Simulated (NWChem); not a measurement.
# Atomisation of HGa

```
Ga
H 1 1.6824
```
Charge 0, spin multiplicity 1.

Program: NWChem. All single points use one geometry, from PBE0/def2-SVP, a minimum by its harmonic frequencies.

Basis set: def2-TZVP. The atomisation energy is electronic alone: no zero-point, thermal, spin-orbit or counterpoise terms. No value is extrapolated to the basis-set limit. Free atoms are single determinants with multiplicities Ga 2, H 2.

The Hamiltonian is non-relativistic. B3LYP has NWChem's definition, with VWN1-RPA local correlation. The structure started from a generated list of species. No SCF solution was tested for a lower state. Open-shell Hartree-Fock references start from PBE0 orbitals.

**Question.** For the atomisation energy, HF gives 47.7 kcal/mol and LDA (SVWN5) gives 75.7 kcal/mol. What do BHandHLYP, PBE, B3LYP give?

**Answer.** BHandHLYP: 67.4 kcal/mol; PBE: 66.6 kcal/mol; B3LYP: 68.8 kcal/mol.
